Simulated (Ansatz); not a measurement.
`CC(S)[SiH2]F` → `CCS` + `F[SiH]` at 400 K and 1 bar (silylene formation by 1,1-elimination).

Computed with Ansatz on PBE0-D4/def2-TZVP structures; ΔE is electronic, products minus reactants. CBS: MP2 limit from def2 TZ/QZ plus the TZ coupled-cluster correction, frozen cores. This one scheme is used for every species. One conformer a species, not always the lowest.

| species | CCSD(T)/CBS energy (Eh) | H − E (kJ/mol) | S (J/(mol·K)) |
| --- | --- | --- | --- |
| `CC(S)[SiH2]F` | -867.03381 | 258.9 | 391.8 |
| `CCS` | -477.49091 | 219.5 | 307.4 |
| `F[SiH]` | -389.46371 | 36.4 | 250.8 |

H − E and S are ideal-gas, rigid-rotor, harmonic terms from PBE0-D4/def2-TZVP, for one conformer and one mirror image of each species. 1 Eh = 2625.50 kJ/mol, R = 8.31446 J/(mol·K).

By hand: ΔE, ΔH, ΔS and ΔG.

ΔE = (-477.49091) + (-389.46371) − (-867.03381) = 0.07919 Eh = 207.9 kJ/mol. Δ(H − E) = 219.5 + 36.4 − 258.9 = -3.0, so ΔH = 204.9 kJ/mol. ΔS = 307.4 + 250.8 − 391.8 = 166.4 J/(mol·K). ΔG = 204.9 − 400 × (166.4)/1000 = 138.3 kJ/mol.

By hand: the equilibrium constant, and the temperature at which ΔG would vanish if ΔH and ΔS stayed fixed.

log₁₀ K = −ΔG/(RT ln 10) = -18.1. ΔG = 0 at ΔH/ΔS = 1231 K.

The number of gas molecules changes by +1, which sets the sign of ΔS. A doubt of 5 kJ/mol in ΔE shifts log₁₀ K by 0.7 here. Other conformers and mirror images would add mixing entropy, several J/(mol·K) or more a flexible species. These are equilibria of isolated gas molecules and say nothing of rates. Largest T1 diagnostic: 0.015 (customary marks: 0.02 for closed shells, 0.045 for open ones).
